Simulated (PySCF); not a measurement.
Gas-phase reaction: WF6 + 3 O → WOF4 + 2 FO

Method: PySCF energies plus ideal-gas RRHO corrections (1 bar). † marks an energy on the PBE0/def2-TZVP geometry and frequencies; other levels use their own. MP2 and CCSD(T) freeze the core. Open shells (unrestricted): O (multiplicity 3), FO (multiplicity 2); the rest are closed-shell singlets. Spin-orbit splitting is ignored; it lowers the true energy and changes the entropy of O, FO. B3LYP is the form with VWN-RPA correlation. W: scalar-relativistic def2 core potential, no spin-orbit coupling. MP2 isn't extrapolated to the basis-set limit. CCSD(T) isn't extrapolated to the basis-set limit. Warning, large T1 diagnostic: WF6, WOF4 (CCSD(T)/def2-SVP†).

```json
[
 {"level": "B3LYP/def2-TZVP†", "ΔH°(298 K), kJ": "[?]"},
 {"level": "CCSD(T)/def2-SVP†", "ΔH°(298 K), kJ": "[?]"},
 {"level": "HF/def2-TZVP†", "ΔH°(298 K), kJ": "[?]"},
 {"level": "M06-2X/def2-TZVP†", "ΔH°(298 K), kJ": "-179"},
 {"level": "MP2/def2-TZVPP†", "ΔH°(298 K), kJ": "-188"},
 {"level": "PBE0/def2-QZVP†", "ΔH°(298 K), kJ": "[?]"},
 {"level": "PBE0/def2-TZVP", "ΔH°(298 K), kJ": "-196"},
 {"level": "r2SCAN/def2-TZVP†", "ΔH°(298 K), kJ": "-205"},
 {"level": "LDA/def2-TZVP†", "ΔH°(298 K), kJ": "-458"}
]
```

Question: Complete the blanks.

Answer: 
- B3LYP/def2-TZVP†, ΔH°(298 K), kJ: -202
- CCSD(T)/def2-SVP†, ΔH°(298 K), kJ: -102
- HF/def2-TZVP†, ΔH°(298 K), kJ: 342
- PBE0/def2-QZVP†, ΔH°(298 K), kJ: -193
